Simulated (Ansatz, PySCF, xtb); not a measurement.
Breaking a bond: AlMg (anion, charge -1), lowest triplet found (which spin is the ground state isn't settled by this scan).

Levels of theory: GFN1-xTB (xtb); UKS-B3LYP/6-31G* = PySCF 2.14.0 with unrestricted B3LYP/6-31G*, spherical d; UKS-M06-2X/6-31G* = unrestricted M06-2X/6-31G*, spherical d (PySCF); FCI = Ansatz (a program for electronic structure) with full CI/aug-cc-pVDZ, frozen core.

Energies relative to the lowest point of each curve between 2.28 and 3.32 Å, where full CI is lowest, in mEh; the last columns give the difference from FCI:

```tsv
R / Å	GFN1-xTB	UKS-B3LYP/6-31G*	UKS-M06-2X/6-31G*	FCI	GFN1-xTB − FCI	UKS-B3LYP/6-31G* − FCI	UKS-M06-2X/6-31G* − FCI
1.89	159.0	107.2	106.5	119.7	39.3	-12.6	-13.2
2.05	59.7	58.2	57.6	66.6	-6.9	-8.3	-9.0
2.19	21.3	31.4	31.0	36.8	-15.6	-5.4	-5.8
2.28	9.1	19.9	19.7	23.8	-14.7	-3.9	-4.2
2.40	1.6	9.7	9.6	12.1	-10.4	-2.4	-2.4
2.50	0.0	4.5	4.5	5.9	-5.9	-1.4	-1.4
2.56	0.3	2.5	2.5	3.5	-3.2	-1.0	-1.0
2.64	1.8	0.8	0.9	1.4	0.5	-0.6	-0.5
2.70	3.6	0.2	0.2	0.5	3.1	-0.3	-0.3
2.81	7.6	0.0	0.0	0.0	7.6	0.0	0.0
2.96	14.3	1.2	1.3	1.0	13.3	0.2	0.2
3.09	20.7	3.0	3.3	2.8	17.9	0.2	0.5
3.32	32.3	5.4	9.1	6.8	25.5	-1.3	2.3
```

GFN1-xTB is furthest from FCI at 1.89 (39.3 mEh, above); its mean absolute difference over the points is 12.6 mEh.

UKS-B3LYP/6-31G* is furthest from FCI at 1.89 (-12.6 mEh, below); its mean absolute difference over the points is 2.9 mEh.

UKS-M06-2X/6-31G* is furthest from FCI at 1.89 (-13.2 mEh, below); its mean absolute difference over the points is 3.1 mEh.

The scan ran from 1.89 to 8.94 Å; beyond the distances shown full CI changes its symmetry label. Where the anion isn't bound against loss of the electron, the finite basis alone holds it.
